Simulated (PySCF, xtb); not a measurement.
InHF2, SMILES [F][InH][F].

GFN2-xTB in xtb at its own geometry gives an orbital gap of 3.78 eV and a dipole moment of 4.43 D.

Coordinates come from a PBE-D3(BJ)/def2-TZVP optimisation. The def2 effective core potentials stand for the cores of In; spin–orbit coupling is left out.

Question: What does CAM-B3LYP/def2-TZVPD (PySCF) give? (An estimate is asked for; the answer gives what the named calculation found.)

Answer: gap 10.31 eV (levels -11.53 and -1.23 eV), dipole 3.81 D.
